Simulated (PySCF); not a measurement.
H4O2SeSi. Atoms are numbered in the order given.

```xyz
8

Se    -0.1715     0.7449     0.5834
O     -1.8850     0.1500     0.4961
H     -2.1440     0.2073    -0.4472
O      0.7769    -0.7943     0.2444
Si     0.9798    -1.1752    -1.4053
H     -0.3551    -1.2307    -2.1035
H      1.6249    -2.5295    -1.4325
H      1.8516    -0.1660    -2.1011
```
Charge 0, spin multiplicity 1.

Geometry: PBE-D3(BJ)/def2-SVP. Other conformers were not sampled.

Method: KT2/pcSseg-1 in PySCF.

GIAO shieldings, no solvent; atoms alike by connectivity are averaged. δ = σ(ref) − σ: ⁷⁷Se against Me2Se (σ = 1692.1 ppm); ¹⁷O against H2O (σ = 330.4 ppm); ¹H against TMS (σ = 31.47 ppm); ²⁹Si against TMS (σ = 361.9 ppm), references at their B3LYP-D3(BJ)/def2-TZVP geometries, non-relativistic.

```
nucleus       atoms  count  δ (ppm)
-------  ----------  -----  -------
⁷⁷Se            Se1      1   2407.7
¹⁷O              O2      1    133.6
¹⁷O              O4      1    101.8
¹H               H3      1     7.15
¹H       H6, H7, H8      3     5.55
²⁹Si            Si5      1    -19.9
```
